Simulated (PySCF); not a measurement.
A series of related molecules.

All values: CAM-B3LYP/def2-SVPD (PySCF) at PBE0-D3(BJ)/def2-SVP geometries, gas phase, one conformer each. Core orbitals are frozen in the response; Δα² is half the sum of the squared differences of the principal polarisabilities.

**Question.** Rank by HOMO–LUMO gap, lowest first.
A. `C#C[C@@H]1CC[BH2-][N+]1(C)C`
B. `[H]/N=C/[C@@H]1CC[BH2-][N+]1(C)C`
C. `CC#C[C@H]1CC[BH2-][N+]1(C)C`
D. `B[C@@H]1CC[BH2-][N+]1(C)C`

**Answer.** D (7.90 eV), B (8.93 eV), C (9.58 eV), A (9.87 eV).

**Question.** Rank by mean static polarisability, lowest first.
A. `CC#C[C@H]1CC[BH2-][N+]1(C)C`
B. `B[C@@H]1CC[BH2-][N+]1(C)C`
C. `C1[BH2-][N+]([C@@H](C1)/C=N/[H])(C)C`
D. `C[N+]1(C)[BH2-]CC[C@H]1O[SiH3]`
E. `C[N+]1(C)[BH2-]CC[C@@H]1CN`
F. `CO[C@H]1CC[BH2-][N+]1(C)C`

**Answer.** B (14.13 Å³), F (14.61 Å³), C (14.90 Å³), E (15.17 Å³), D (16.47 Å³), A (17.42 Å³).

All values together:

```
                          SMILES     formula  μ (D)  HOMO (eV)  LUMO (eV)  α (Å³)  Δα (Å³)  electrons  α per electron (Å³)  ΔSCF removal energy (eV)
       B[C@@H]1CC[BH2-][N+]1(C)C    C5H15B2N   3.84      -8.70      -0.80   14.13     2.12         62                0.228                      9.58
     C#C[C@@H]1CC[BH2-][N+]1(C)C     C7H14BN   4.04      -8.79       1.08   15.22     4.50         68                0.224                      9.56
  C[N+]1(C)[BH2-]CC[C@H]1O[SiH3]  C5H16BNOSi   3.75      -8.76       0.80   16.47     2.82         80                0.206                      9.52
[H]/N=C/[C@@H]1CC[BH2-][N+]1(C)C    C6H15BN2   4.66      -8.77       0.16   14.90     3.05         70                0.213                      9.56
      C[N+]1(C)[BH2-]CC[C@@H]1CN    C6H17BN2   5.05      -8.64       1.01   15.17     2.24         72                0.211                         –
    C[N+]1(C)[BH2-]CC[C@H]1B(O)O  C5H15B2NO2   4.20      -8.63       0.35   15.02     2.69         78                0.193                      9.44
     CC#C[C@H]1CC[BH2-][N+]1(C)C     C8H16BN   5.06      -8.64       0.94   17.42     6.89         76                0.229                      9.35
       CO[C@H]1CC[BH2-][N+]1(C)C    C6H16BNO   4.10      -8.68       1.08   14.61     2.09         72                0.203                      9.42
```

Conformers: `[BH2:1][C@@H:2]1[CH2:3][CH2:4][BH2-:5][N+:6]1([CH3:7])[CH3:8]` with H–B1–C2–C3 128° and -53°, B1–C2–C3–C4 -166°, C2–C3–C4–B5 5°, C3–C4–B5–N6 20°, C4–B5–N6–C7 80°; `[CH:1]#[C:2][C@@H:3]1[CH2:4][CH2:5][BH2-:6][N+:7]1([CH3:8])[CH3:9]` with C2–C3–C4–C5 -160°, C3–C4–C5–B6 6°, C4–C5–B6–N7 20°, C5–B6–N7–C8 79°; `[CH3:1][N+:2]1([CH3:3])[BH2-:4][CH2:5][CH2:6][C@H:7]1[O:8][SiH3:9]` with C6–C7–O8–Si9 -64°, C1–N2–B4–C5 79°, N2–B4–C5–C6 19°, B4–C5–C6–C7 7°, C5–C6–C7–O8 -157°; `[H]/[N:9]=[CH:8]/[C@H:7]1[N+:2]([CH3:1])([CH3:3])[BH2-:4][CH2:5][CH2:6]1` with C6–C7–C8–N9 -140°, C1–N2–B4–C5 -159°, N2–B4–C5–C6 23°, B4–C5–C6–C7 2°, C5–C6–C7–C8 -155°; `[CH3:1][N+:2]1([CH3:3])[BH2-:4][CH2:5][CH2:6][C@@H:7]1[CH2:8][NH2:9]` with C6–C7–C8–N9 68°, C7–C8–N9–H -67° and 175°, C1–N2–B4–C5 -79°, N2–B4–C5–C6 -22°, B4–C5–C6–C7 -4°, C5–C6–C7–C8 160°; `[CH3:1][N+:2]1([CH3:3])[BH2-:4][CH2:5][CH2:6][C@H:7]1[B:8]([OH:9])[OH:10]` with C6–C7–B8–O9 -35°, C7–B8–O9–H 4°, C7–B8–O10–H 179°, C1–N2–B4–C5 79°, N2–B4–C5–C6 21°, B4–C5–C6–C7 3°, C5–C6–C7–B8 -161°; `[CH3:1][C:2]#[C:3][C@H:4]1[CH2:5][CH2:6][BH2-:7][N+:8]1([CH3:9])[CH3:10]` with C3–C4–C5–C6 162°, C4–C5–C6–B7 -8°, C5–C6–B7–N8 -18°, C6–B7–N8–C9 157°; `[CH3:1][O:2][C@H:3]1[CH2:4][CH2:5][BH2-:6][N+:7]1([CH3:8])[CH3:9]` with C1–O2–C3–C4 75°, O2–C3–C4–C5 155°, C3–C4–C5–B6 -7°, C4–C5–B6–N7 -19°, C5–B6–N7–C8 -79°.

A dash marks a removal energy that wasn't run or isn't settled.

**Question.** How closely does the mean polarisability follow the number of electrons in this set?

**Answer.** The correlation coefficient is 0.67; α per electron runs from 0.193 to 0.229 Å³.
